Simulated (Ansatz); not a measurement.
Reactions of C2H5FSi (`CC[Si]F`).

Calculated with Ansatz (gas phase, PBE0-D4/def2-TZVP geometries, no zero-point term in ΔE). CCSD(T)/CBS adds triple-zeta CCSD(T) − MP2 to the extrapolated MP2 energy (def2 sets, frozen cores). This one scheme is used for every species. Functionals use def2-TZVPP. Elements past krypton have def2 core potentials. For Br, In outer-core shells are correlated without core-valence functions, which leaves a few kJ/mol of doubt a bond. Scalar relativity is left out up to krypton. Each species was taken in one conformer, which may not be the lowest.

```json
{"reaction": "`CC[Si]F` + H–F → `F[Si]F` + `CC`", "ωB97X-V (kJ/mol)": "-212", "B2PLYP (kJ/mol)": "-219"}
{"reaction": "`CC[Si]F` + `[F][In]([Cl])[N]([SiH3])[SiH3]` → `F[Si]N([SiH3])[SiH3]` + `C[CH2][In]([F])[Cl]`", "ωB97X-V (kJ/mol)": "-108", "B2PLYP (kJ/mol)": "-113"}
{"reaction": "`CC[Si]F` + `N[SiH](F)Br` → `N[Si]F` + `CC[SiH](F)Br`", "ωB97X-V (kJ/mol)": "-70", "B2PLYP (kJ/mol)": "-71"}
{"reaction": "`CC[Si]F` + H₂ → `CC[SiH]` + H–F", "ωB97X-V (kJ/mol)": "160", "B2PLYP (kJ/mol)": "160"}
```

(1) Give the CCSD(T)/CBS values in the same order. (Best estimate.)

Largest T1 diagnostic: 0.015, for `F[Si]F`.

Results:

(1) Computed: -206, -104, -69, 154 kJ/mol.
